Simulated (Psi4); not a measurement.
CH3O, doublet, at a GFN2-xTB geometry; Psi4 with PBE/def2-TZVP.

The Psi4 input:
```
memory 2 GB

molecule mol {
0 2
C     0.685555    0.025060   -0.033260
O    -0.671254   -0.121865   -0.005443
H    -1.098199    0.739235   -0.058755
H     1.128206    0.974578    0.202513
H     1.226693   -0.889257    0.099351
}

set {
  basis def2-tzvp
  reference uks
}

energy('pbe')
print_variables()
```

Write the output that Psi4 gives for this input, abridged.


```
   => Loading Basis Set <=

    Name: DEF2-TZVP
    Role: ORBITAL
    Keyword: BASIS

         ---------------------------------------------------------
                                   SCF
               by Justin Turney, Rob Parrish, Andy Simmonett
                          and Daniel G. A. Smith
                              UKS Reference
         ---------------------------------------------------------

  ==> Geometry <==

    Molecular point group: c1
    Full point group: C1

    Geometry (in Angstrom), charge = 0, multiplicity = 2:

       Center              X                  Y                   Z               Mass
    ------------   -----------------  -----------------  -----------------  -----------------
         C            0.725642725746     0.051415078401    -0.025484967617    12.000000000000
         O           -0.631166274254    -0.095509921599     0.002332032383    15.994914619570
         H           -1.058111274254     0.765590078401    -0.050979967617     1.007825032230
         H            1.168293725746     1.000933078401     0.210288032383     1.007825032230
         H            1.266780725746    -0.862901921599     0.107126032383     1.007825032230

  Running in c1 symmetry.

  Rotational constants: A =      6.58182  B =      0.99696  C =      0.87148 [cm^-1]
  Rotational constants: A = 197317.96970  B =  29888.21039  C =  26126.31134 [MHz]
  Nuclear repulsion =   35.348963068058112

  Charge       = 0
  Multiplicity = 2
  Electrons    = 17
  Nalpha       = 9
  Nbeta        = 8

  ==> Algorithm <==

  SCF Algorithm Type is DF.
  DIIS enabled.
  MOM disabled.
  Fractional occupation disabled.
  Guess Type is SAD.
  Energy threshold   = 1.00e-06
  Density threshold  = 1.00e-06
  Integral threshold = 1.00e-12

  ==> Primary Basis <==

  Basis Set: DEF2-TZVP
    Blend: DEF2-TZVP
    Number of shells: 34
    Number of basis functions: 80
    Number of Cartesian functions: 90
    Spherical Harmonics?: true
    Max angular momentum: 3

  ==> DFT Potential <==

   => LibXC <=

    Version 7.1.2
    S. Lehtola, C. Steigemann, M. J. T. Oliveira, and M. A. L. Marques,  SoftwareX 7, 1–5 (2018) (10.1016/j.softx.2017.11.002)

   => Composite Functional: PBE <=

    PBE GGA Exchange-Correlation Functional

    J.P. Perdew et. al., Phys. Rev. Lett., 77(18), 3865-3868, 1996

    Deriv               =              1
    GGA                 =           TRUE
    Meta                =          FALSE

    Exchange Hybrid     =          FALSE
[...]
      Ntotal   =   16.9999968461 ; deviation = -3.154e-06

   @Spin Contamination Metric:   2.969402206E-03
   @S^2 Expected:                7.500000000E-01
   @S^2 Observed:                7.529694022E-01
   @S   Expected:                5.000000000E-01
   @S   Observed:                5.000000000E-01

    Orbital Energies [Eh]
    ---------------------

    Alpha Occupied:

[...]
    Alpha Virtual:

[...]
    Beta Occupied:

[...]
    Beta Virtual:

[...]
    Final Occupation by Irrep:
              A
    DOCC [     8 ]
    SOCC [     1 ]
    NA   [     9 ]
    NB   [     8 ]

  @DF-UKS Final Energy:  -114.97332275822872

   => Energetics <=

    Nuclear Repulsion Energy =             35.3489630680581115
    One-Electron Energy =                -226.2336349621411387
    Two-Electron Energy =                  90.8774918330899482
    DFT Exchange-Correlation Energy =     -14.9661426972356342
    Empirical Dispersion Energy =           0.0000000000000000
    VV10 Nonlocal Energy =                  0.0000000000000000
    Total Energy =                       -114.9733227582287185

  UHF NO Occupations:
  HONO-2 :    7  A 1.9996362
  HONO-1 :    8  A 1.9991589
  HONO-0 :    9  A 1.0000000
  LUNO+0 :   10  A 0.0008411
  LUNO+1 :   11  A 0.0003638
  LUNO+2 :   12  A 0.0001733
  LUNO+3 :   13  A 0.0000786

Computation Completed

Properties will be evaluated at   0.000000,   0.000000,   0.000000 [a0]

Properties computed using the SCF density matrix

 Multipole Moments:

 ------------------------------------------------------------------------------------
     Multipole            Electronic (a.u.)      Nuclear  (a.u.)        Total (a.u.)
 ------------------------------------------------------------------------------------

 L = 1.  Multiply by 2.5417464519 to convert [e a0] to [Debye]
 Dipole X            :         -1.3644241            1.2878282           -0.0765959
 Dipole Y            :         -0.2683312            0.8466584            0.5783272
 Dipole Z            :         -0.1374721            0.2497850            0.1123129
 Magnitude           :                                                    0.5940905

 ------------------------------------------------------------------------------------

  Variable Map:
  ----------------------------------------------------------------------------
[...]
  Array Variable Map:
  ----------------------------------------------------------------------------
[...]
[...]
```
